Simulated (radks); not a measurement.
The numbers below are computed, except where a source is named.
Radial electron density D(r) = 4 pi r^2 rho(r) of an atom or ion with 23 electrons. Code: a radial shooting solver on a logarithmic mesh with Libxc functionals. Model: Dirac Kohn-Sham, LB94 model potential, spin-unpolarised, spherical densities, finite nucleus; Fermi nuclear charge, rms radius of each element as measured or else 0.836 A^(1/3) + 0.57 fm.

| r (bohr) | D(r) (e/bohr) |
|---|---|
| 0.002254 | 16.73 |
| 0.002521 | 19.66 |
| 0.00282 | 23.00 |
| 0.003129 | 26.49 |
| 0.0035 | 30.70 |
| 0.003914 | 35.37 |
| 0.004343 | 40.11 |
| 0.004858 | 45.61 |
| 0.00539 | 51.03 |
| 0.006029 | 57.10 |
| 0.006744 | 63.28 |
| 0.007483 | 68.95 |
| 0.00837 | 74.78 |
| 0.009362 | 80.07 |
| 0.01039 | 84.26 |
| 0.01162 | 87.75 |
| 0.013 | 89.96 |
| 0.01442 | 90.77 |
| 0.01613 | 90.28 |
| 0.0179 | 88.73 |
| 0.02002 | 86.20 |
| 0.02239 | 83.36 |
| 0.02484 | 81.08 |
| 0.02779 | 79.75 |
| 0.03108 | 80.30 |
| 0.03449 | 82.89 |
| 0.03858 | 87.95 |
| 0.0428 | 94.28 |
| 0.04788 | 101.7 |
| 0.05355 | 108.3 |
| 0.05942 | 111.9 |
| 0.06646 | 111.9 |
| 0.07434 | 107.0 |
| 0.08249 | 98.64 |
| 0.09226 | 87.29 |
| 0.1032 | 76.17 |
| 0.1145 | 68.52 |
| 0.1281 | 64.86 |
| 0.1421 | 65.70 |
| 0.159 | 69.27 |
| 0.1778 | 72.34 |
| 0.1973 | 71.81 |
| 0.2207 | 65.83 |
| 0.2468 | 54.57 |
| 0.2739 | 41.40 |
| 0.3063 | 27.23 |
| 0.3426 | 15.61 |
| 0.3802 | 8.136 |
| 0.4252 | 3.439 |
| 0.4718 | 1.314 |
| 0.5278 | 0.3845 |
| 0.5903 | 0.09022 |
| 0.655 | 0.01887 |
| 0.7326 | 0.002699 |

What is the nuclear charge?

Answer. Z = 66. The innermost maximum, from 1s, lies near gamma/Z bohr with gamma = sqrt(1 - (Z/c)^2) = 0.876, here 0.0133 bohr (found: 0.0147), and its height grows with Z. The density is that of the dysprosium ion Dy43+ in [Ar] 3d5; the configuration itself is not fixed sharply by these data, and Z only to a few units. D(r) has 3 maxima, at r = 0.0147, 0.0628, 0.185 bohr, and minima at 0.0287, 0.131 bohr, inside which lie 2.04, 11.19 electrons.
